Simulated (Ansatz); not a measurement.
Mulliken charges of CH$_{3}$BFN, SMILES `BN=CF` from PBE/def2-TZVPP in Ansatz (PBE0-D4/def2-TZVP geometry).

```
atom   x (Å)   y (Å)   z (Å)  charge (e)
  B1  -0.480   1.090   0.571      -0.156
  N2   0.019  -0.008  -0.066       0.097
  C3   0.467  -1.007  -0.612       0.067
  F4   0.740  -2.132   0.061      -0.131
  H5   0.284   1.897   1.010       0.008
  H6  -1.666   1.214   0.660       0.008
  H7   0.698  -1.122  -1.669       0.107
```

Problem. By hand: the dipole of these point charges (1 e Å = 4.8032 D).

Solution. Σ q r = (0.075, -0.054, -0.310) e Å, of length 0.323 e Å = 1.55 D.

Problem. How does the dipole of the full density compare? (Best estimate.)

Solution. Computed: (0.076, -0.063, -0.299) e Å, 1.51 D; the point charges give 1.03 times that, at 2° from its direction.

Point charges leave out the atoms' own dipoles, such as those of lone pairs, and Mulliken's split depends on the basis, so the close match here is no proof of good charges.
